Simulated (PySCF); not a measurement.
**Mg⁺ (magnesium, charge +1) across methods**

[Ne] 3s1, 2S determinant. All numbers are calculated (PySCF 2.14, the spin-free X2C one-electron Hamiltonian (Gaussian nucleus), in x2c-QZVPPall with one added diffuse shell each of s, p, d, f type (10s7p6d3f, 82 functions)).

```tsv
method	E (hartree)	mean ε 2p α (eV)	mean ε 2p β (eV)	mean ε 3s α (eV)	Σ⟨r²⟩ (bohr²)	⟨S²⟩
r2SCAN0	-200.0758	-60.718	-60.579	-12.814	13.68	0.750
PBEsol	-199.5485	-55.540	-55.383	-11.883	13.67	0.750
PBE	-199.9861	-55.657	-55.485	-11.913	13.68	0.750
r2SCAN	-200.0818	-57.033	-56.904	-12.056	13.69	0.750
wB97X	-200.0987	-61.865	-61.793	-14.552	13.81	0.750
CAM-B3LYP	-200.1083	-61.060	-60.916	-13.956	13.56	0.750
PBE0	-200.0033	-59.740	-59.573	-12.724	13.70	0.750
UHF	-199.67863	-70.877	-70.711	-14.760	13.97	0.750
```

Estimate the same row for LDA.

E (hartree) = -199.1595; mean ε 2p α (eV) = -55.771; mean ε 2p β (eV) = -55.617; mean ε 3s α (eV) = -12.002; Σ⟨r²⟩ (bohr²) = 13.58; ⟨S²⟩ = 0.750.
